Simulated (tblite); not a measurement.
Compound: C6H5F3O.
SMILES with atom numbers: `[F:1][C:2]([F:3])=[C:4]([F:5])[C:6]1=[CH:7][O:8][CH2:9][CH2:10]1` (hydrogens: H11 on C7; H12, H13 on C9; H14, H15 on C10)

Computed with GFN2-xTB (tblite), gas phase: nudged elastic band of 9 images (0 to 8), spring 0.2 eV/Å², climbing image at the end, force threshold 0.05 eV/Å. The top image wasn't refined or checked by frequencies; at this threshold it can lie a kcal/mol or more above the true saddle point of the method.

The band describes a rotation about C4–C6 (vinylic C–F carbon, fully substituted alkene carbon), followed by the dihedral F5–C4–C6–C10, from the optimised start (180°) to a second optimised geometry at 0°.

Problem. How does the energy change from image to image?

Solution. 
```
image  dihedral (°)  E (kcal/mol)  C4–C6 (Å)  F5···C10 (Å)  largest true force (eV/Å)
    0           180          0.00      1.433          3.79                       0.01
    1          -160          0.88      1.438          3.77                       0.06
    2          -137          3.11      1.448          3.71                       0.08
    3          -113          5.58      1.459          3.58                       0.06
    4           -89          6.68      1.463          3.39                       0.04
    5           -66          5.76      1.458          3.19                       0.06
    6           -43          3.71      1.448          3.02                       0.08
    7           -21          1.94      1.441          2.91                       0.06
    8             0          1.21      1.435          2.82                       0.01
```

Barriers of this band. The top is image 4 at -89°: 6.68 kcal/mol forward and 5.47 kcal/mol back; the end lies 1.21 kcal/mol above the start. The central bond is 0.030 Å longer at the top than at the start.

Problem. What rate follows at 250 K for crossing this barrier forward?

Solution. Taking the electronic barrier for the free energy of activation (no zero-point or entropy terms, transmission 1), rate = (kT/h)·exp(−ΔE/kT) ≈ 8 × 10^6 s⁻¹, whose inverse is 1 × 10^-7 s. An error of 1 kcal/mol in the barrier changes this by a factor of 7, and the method and the loose band can each miss by that much or more.

Problem. How would the two end points share their population at 250 K, from these energies alone?

Solution. exp(−ΔE/kT) with ΔE = 0.053 eV gives 0.085 for the higher one (end) against 1 for the lower, without vibrational, rotational or degeneracy terms. GFN2-xTB can put conformers this close in the wrong order.

What follows is the cost of the whole band run. The run took about 9 s of CPU time (one thread, shared machine).
